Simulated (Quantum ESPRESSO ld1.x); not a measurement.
Question: Species: Tl4+. Configuration: [Xe] 4f14 5d9. Method: Dirac Kohn-Sham, PW91, spin-unpolarised, spherical densities, point nucleus; open shells fill j = l - 1/2 first; computed with ld1.x of Quantum ESPRESSO 7.5. Some entries of the table are withheld. Estimate them.

orbital  occ.  eigenvalue (hartree)  <r> (bohr)  <r^2> (bohr^2)
1s1/2       2                   (1)     0.01631       0.0003686
2s1/2       2              -560.649     0.06805        0.005545
2p1/2       2              -538.172     0.05588        0.003911
2p3/2       4              -462.227     0.06468        0.005095
3s1/2       2              -135.103      0.1770         0.03596
3p1/2       2              -124.984      0.1674         0.03272
3p3/2       4              -108.100      0.1835         0.03909
3d3/2       4              -91.4346      0.1595             (2)
3d5/2       6              -87.8298      0.1644             (3)
4s1/2       2              -31.4735      0.3914          0.1731
4p1/2       2              -27.1168      0.3931          0.1760
4p3/2       4              -23.0105      0.4274          0.2077
4d3/2       4              -15.9096      0.4333          0.2170
4d5/2       6              -15.1436      0.4444          0.2280
5s1/2       2              -6.49034      0.8753          0.8586
4f5/2       6              -5.97677         (4)          0.2589
4f7/2       8              -5.80755         (5)          0.2661
5p1/2       2              -5.02317      0.9367          0.9889
5p3/2       4              -4.26926       1.027           1.188
5d3/2       4              -2.23836       1.277           1.872
5d5/2       5              -2.14774       1.316           1.988

Answer: 
(1) 1s1/2 eigenvalue (hartree): -3143.68
(2) 3d3/2 <r^2> (bohr^2): 0.02987
(3) 3d5/2 <r^2> (bohr^2): 0.03159
(4) 4f5/2 <r> (bohr): 0.4641
(5) 4f7/2 <r> (bohr): 0.4706
